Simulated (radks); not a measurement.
Problem. Er6+, configuration [Kr] 4d10 4f10 5s2 5p4 (the NIST ground configuration). All-electron calculation, Dirac Kohn-Sham, PBE, spin-unpolarised, spherical densities, point nucleus; open shells fill j = l - 1/2 first. Program: a radial shooting solver on a logarithmic mesh with Libxc functionals. Some entries of the table are withheld. Estimate them.

| orbital | occ. | eigenvalue (Ry) | r(max) (bohr) |
|---|---|---|---|
| 1s1/2 | 2 | -4218.802 | 0.01285 |
| 2s1/2 | 2 | -713.8984 | 0.07340 |
| 2p1/2 | 2 | -680.2200 | 0.05512 |
| 2p3/2 | 4 | -612.8291 | 0.06134 |
| 3s1/2 | 2 | -165.1928 | 0.2074 |
| 3p1/2 | 2 | -150.4296 | 0.1950 |
| 3p3/2 | 4 | -136.2766 | 0.2080 |
| 3d3/2 | 4 | -111.0544 | 0.1642 |
| 3d5/2 | 6 | -107.9622 | 0.1679 |
| 4s1/2 | 2 | -37.93594 | 0.4740 |
| 4p1/2 | 2 | (1) | 0.4761 |
| 4p3/2 | 4 | (2) | 0.5036 |
| 4d3/2 | 4 | -19.10454 | (3) |
| 4d5/2 | 6 | -18.51785 | (4) |
| 5s1/2 | 2 | -9.68843 | 1.080 |
| 5p1/2 | 2 | -7.91599 | (5) |
| 5p3/2 | 2 | -7.39176 | (6) |
| 4f5/2 | 6 | -6.71672 | 0.4981 |
| 4f7/2 | 4 | -6.62425 | 0.5029 |

Solution. 
(1) 4p1/2 eigenvalue (Ry): -32.03151
(2) 4p3/2 eigenvalue (Ry): -28.82735
(3) 4d3/2 r(max) (bohr): 0.5058
(4) 4d5/2 r(max) (bohr): 0.5147
(5) 5p1/2 r(max) (bohr): 1.156
(6) 5p3/2 r(max) (bohr): 1.225
